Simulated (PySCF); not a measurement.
## Working out the ionisation energy of Hg

Hg [Xe] 4f14 5d10 6s2 (1S) → Hg⁺ [Xe] 4f14 5d10 6s1 (2S). Computed with PySCF 2.14 in aug-cc-pVTZ-PP with one added diffuse shell each of s, p, d, f, g type with ECP60MDF (7s7p6d4f3g, 113 functions), with scalar relativity through the core potential. Frozen: 5s2 5p6. Energies in hartree (1 hartree = 27.21139 eV):

```
             part   Hg (lower)  Hg⁺ (upper)
              UHF  -152.540748  -152.228354
MP2 opposite-spin    -0.305188    -0.253447
    MP2 same-spin    -0.157251    -0.137721
```

**Question.** What does Hartree-Fock give?

**Answer.** (-152.228354) − (-152.540748) = 0.312394 hartree = 8.501 eV.

**Question.** What do MP2 and SCS-MP2 (6/5 opposite-spin, 1/3 same-spin) give?

**Answer.** The opposite-spin parts differ by 1.408 eV and the same-spin parts by 0.531 eV. MP2: 8.501 + (1.408) + (0.531) = 10.440 eV. SCS-MP2: 8.501 + 1.2 × (1.408) + (0.531)/3 = 10.368 eV.

Measured between the centres of the two terms (NIST): 10.438 eV, so MP2 (valence) is off by 0.002 eV.

What remains against the reference includes basis incompleteness, the frozen core and correlation beyond second order.
